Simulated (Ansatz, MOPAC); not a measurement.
Spectroscopic constants of TeS, multiplicity 3 (lowest of 2S+1 = 1, 3, 5 at CCSD(T)/def2-TZVPP on PBE0 minima; our sources give no spin for the ground state, which may be another). No spin–orbit coupling.

Seven points along R, fitted to fifth degree in 1/R; most abundant isotopes. Runs in def2 and cc sets follow the lowest solution found near the PBE0 minimum.

Correlated levels freeze the inner cores; with def2 sets outer-core shells near the valence are correlated too. CBS: X⁻³ extrapolation of the correlation energy, Hartree–Fock from the larger set. The state that PM6 reach isn't checked.

The values were computed with Ansatz (a quantum-chemistry and plane-wave program) with Gaussian orbitals; MOPAC for PM6 (differences of heats of formation). Each number belongs to the level named beside it. In def2 rows elements past Kr take small-core potentials, without spin–orbit coupling.

**Question.** What bond length and harmonic frequency does PM6 give?

**Answer.** r_e = 2.273 Å, ω_e = 466 cm⁻¹.

**Question.** What bond length and harmonic frequency does BHLYP/def2-TZVPP give?

**Answer.** r_e = 2.212 Å, ω_e = 508 cm⁻¹.

**Question.** What bond length and harmonic frequency does CCSD(T)/CBS(def2-TZVPP, def2-QZVPP) give?

**Answer.** r_e = 2.221 Å, ω_e = 486 cm⁻¹.
